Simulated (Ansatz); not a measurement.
A structure relaxed at PBE0-D4/def2-TZVP, charge 0, multiplicity 1:

Cartesian coordinates in Å:
```
S -1.468 0.273 2.278
C -0.336 0.568 1.171
Si -0.404 -0.138 -0.567
Se 1.381 -1.515 -0.923
H 0.523 1.191 1.440
H -0.372 0.978 -1.548
H -1.620 -0.968 -0.707
H 2.297 -0.388 -1.144
```

(1) Give its formula and SMILES.

(2) Summarise the bond lengths by kind.

Answers

(1) CH4SSeSi, `S=C[SiH2][SeH]`.

(2) 1 × C–S 1.611 Å; 1 × C–Si 1.877 Å; 1 × C–H 1.095 Å; 1 × Se–Si 2.283 Å; 2 × H–Si 1.478 to 1.486 Å; 1 × H–Se 1.469 Å.

Results of the Gaussian-basis code of Ansatz.
